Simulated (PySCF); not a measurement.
A structure optimised at PBE0-D3(BJ)/def2-SVP (Å):
```
atom  x, y, z in Å
C1    -1.9966    0.8533   -2.0703
C2    -0.9004   -0.0248   -1.5624
S3     0.4797   -0.2800   -2.3890
Si4   -1.1646   -0.9218    0.1017
C5     0.4628   -1.4849    0.8215
Ge6    1.6150   -0.0402    1.4754
H7    -2.1370    1.7045   -1.3806
H8    -2.9564    0.3073   -2.0744
H9    -1.7818    1.2333   -3.0790
H10   -1.8899    0.0058    1.0303
H11   -2.0836   -2.0700   -0.1882
H12    1.0062   -2.0289    0.0315
H13    0.2820   -2.1833    1.6548
H14    0.9254    0.6546    2.6673
H15    1.8693    1.0038    0.3753
H16    2.9624   -0.6173    1.9493
```

Charge 0, singlet.

Problem. Read off the bonds between heavy atoms and their formal orders.

Solution. C1–C2 1.49 Å (single); C2–S3 1.63 Å (double); C2–Si4 1.91 Å (single); Si4–C5 1.87 Å (single); C5–Ge6 1.96 Å (single). Bonds to hydrogen (Å): C1–H7 1.10; C1–H8 1.10; C1–H9 1.10; Si4–H10 1.50; Si4–H11 1.50; C5–H12 1.10; C5–H13 1.10; Ge6–H14 1.54; Ge6–H15 1.54; Ge6–H16 1.54. The orders are those of one drawing; other resonance forms can be drawn.

Problem. Write the SMILES.

Solution. `CC(=S)[SiH2][CH2][GeH3]`, C3H10GeSSi. Among its features: thiocarbonyl, Si–H bond and C–Si bond.

Problem. What is the point group of this geometry?

Solution. C1 (no symmetry element, even within 0.4 Å).

Problem. Classify the heavy atoms.

Solution. C1: methyl carbon; C2: thiocarbonyl carbon; S3: thiocarbonyl sulfur; Si4: SiH2 silicon; C5: sp3 carbon bound to silicon; Ge6: germanium bonded to C and 3 H.

Problem. What is the arrangement about C2?

Solution. It has 3 neighbours (C1, S3, Si4) and is planar (angles 122.8°, 119.1° and 118.1°, sum 360.0°, 0.02 Å off the plane of its three neighbours).

Problem. What is the arrangement about Si4?

Solution. It has 4 neighbours (C2, C5, H10, H11) and is tetrahedral (angles from 106.0° to 112.2°).

All values are computed, not measured.
